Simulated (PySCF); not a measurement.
Species: benzyl cyanide, C8H7N.
Numbering: `[N:1]#[C:2][CH2:3][c:4]1[cH:5][cH:6][cH:7][cH:8][cH:9]1` (hydrogens: H10, H11 on C3; H12 on C5; H13 on C6; H14 on C7; H15 on C8; H16 on C9)

The same species was optimised twice, with GFN2-xTB and with PBE0-D3(BJ)/def2-SVP (PySCF), and the same property calculations (PySCF, gas phase) were run on both structures.

```
     coordinate  GFN2-xTB  PBE0-D3(BJ)/def2-SVP  change
      C2–C3 (Å)     1.443                 1.461  +0.018
      N1≡C2 (Å)     1.143                 1.157  +0.014
      C7–C8 (Å)     1.384                 1.394  +0.010
      C5–C6 (Å)     1.384                 1.393  +0.009
      C6–C7 (Å)     1.384                 1.394  +0.010
      C8–C9 (Å)     1.384                 1.393  +0.009
      C4–C9 (Å)     1.388                 1.397  +0.009
      C4–C5 (Å)     1.388                 1.397  +0.009
      C3–C4 (Å)     1.511                 1.513  +0.002
   C2–C3–C4 (°)     109.1                 112.7    +3.6
   N1–C2–C3 (°)     178.8                 179.6    +0.8
   C5–C4–C9 (°)     119.4                 119.3    -0.1
   C4–C5–C6 (°)     120.3                 120.4    +0.1
   C3–C4–C9 (°)     120.3                 120.4    +0.1
   C4–C9–C8 (°)     120.3                 120.4    +0.1
   C5–C6–C7 (°)     120.1                 120.1     0.0
   C3–C4–C5 (°)     120.3                 120.3     0.0
C2–C3–C4–C5 (°)       -89                   -90      -1
```

Rotational constants: A = 3851, B = 1072, C = 976.0 MHz (GFN2-xTB) against A = 3894, B = 1027, C = 931.7 MHz (PBE0-D3(BJ)/def2-SVP). Point groups within 0.08 Å: Cs and Cs.

On the GFN2-xTB structure: HOMO (eV) -7.64 [PBE0/pcSseg-1]; LUMO (eV) -0.67 [PBE0/pcSseg-1]; dipole (D) 3.97 [PBE0/pcSseg-1]; GIAO shielding of N1 (ppm) -35.5 [PBE0/pcSseg-1]; GIAO shielding of C2 (ppm) 64.5 [PBE0/pcSseg-1]; GIAO shielding of C3 (ppm) 161.4 [PBE0/pcSseg-1]; GIAO shielding of C4 (ppm) 48.7 [PBE0/pcSseg-1]; GIAO shielding of C5/C9 (mean) (ppm) 52.1 [PBE0/pcSseg-1]; GIAO shielding of C6/C8 (mean) (ppm) 51.7 [PBE0/pcSseg-1]; GIAO shielding of C7 (ppm) 53.0 [PBE0/pcSseg-1].

Question: What do these properties become on the PBE0-D3(BJ)/def2-SVP structure?

Answer: 
```csv
property,level,on GFN2-xTB,on PBE0-D3(BJ)/def2-SVP,change
HOMO (eV),PBE0/pcSseg-1,-7.64,-7.65,-0.01
LUMO (eV),PBE0/pcSseg-1,-0.67,-0.75,-0.08
dipole (D),PBE0/pcSseg-1,3.97,4.07,+0.10
"energy, GFN2-xTB geometry as zero (kcal/mol)",PBE0/pcSseg-1,0.0,-0.7,-0.7
GIAO shielding of N1 (ppm),PBE0/pcSseg-1,-35.5,-41.0,-5.5
GIAO shielding of C2 (ppm),PBE0/pcSseg-1,64.5,62.1,-2.4
GIAO shielding of C3 (ppm),PBE0/pcSseg-1,161.4,159.2,-2.2
GIAO shielding of C4 (ppm),PBE0/pcSseg-1,48.7,47.8,-0.9
GIAO shielding of C5/C9 (mean) (ppm),PBE0/pcSseg-1,52.1,49.1,-3.0
GIAO shielding of C6/C8 (mean) (ppm),PBE0/pcSseg-1,51.7,49.3,-2.4
GIAO shielding of C7 (ppm),PBE0/pcSseg-1,53.0,50.2,-2.8
```

The heavy atoms differ by 0.060 Å rms after alignment. Among bonds between heavy atoms C2–C3 changes most (+0.018 Å). Changes are differences of the printed values. Neither structure is proved a minimum here.

The values belong to the conformer `[N:1]#[C:2][CH2:3][c:4]1[cH:5][cH:6][cH:7][cH:8][cH:9]1`: C2–C3–C4–C5 -90°.
